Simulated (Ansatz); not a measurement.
CH₄BFSSi (`FB1CS[SiH2]1`), 9 atoms. Total charge 0; spin multiplicity 1. All runs use 4 threads of an Arm Neoverse V2 on a shared host. Correlated methods freeze the cores.

Problem. How many basis functions does each run have, and how long does it take in Ansatz? RKS ωB97M-V/def2-QZVPP energy; RKS PBE0-D4/def2-TZVP frequencies; RHF-CCSD(T)/def2-TZVPP energy; RKS B3LYP-D4/def2-TZVPP energy and forces; RKS PBE0-D4/def2-TZVP relaxation (9 steps); RKS PBE0-D4/def2-QZVPP energy; RKS PBE0-D4/def2-SVP energy; RKS revPBE-D4/def2-TZVPP energy; direct RPA on PBE orbitals/def2-TZVPP energy; RKS BLYP-D4/def2-TZVPP energy; RKS PBE0-D4/def2-TZVPP energy; RHF-CCSD(T)/def2-SVP energy. (Best estimate.)

Solution. Ansatz gave: Other jobs shared the machine, so times are rough.

```csv
level,job,functions,wall time,peak host memory (GiB)
RKS PBE0-D4/def2-SVP,energy,98,0.9 s,0.42
RKS BLYP-D4/def2-TZVPP,energy,233,1.9 s,0.31
RKS revPBE-D4/def2-TZVPP,energy,233,1.9 s,0.31
RKS PBE0-D4/def2-TZVPP,energy,233,2.7 s,0.57
RHF-CCSD(T)/def2-SVP,energy,98,3 s,0.42
direct RPA on PBE orbitals/def2-TZVPP,energy,233,3.9 s,0.52
RKS B3LYP-D4/def2-TZVPP,energy and forces,233,3.9 s,0.65
RKS PBE0-D4/def2-QZVPP,energy,431,6.5 s,1.5
RKS ωB97M-V/def2-QZVPP,energy,431,16 s,1.8
RKS PBE0-D4/def2-TZVP,relaxation (9 steps),191,29 s,0.49
RHF-CCSD(T)/def2-TZVPP,energy,233,86 s,4
RKS PBE0-D4/def2-TZVP,frequencies,191,99 s,0.49
```

B3LYP here is the variant with VWN-RPA as its local correlation; programs differ in this.
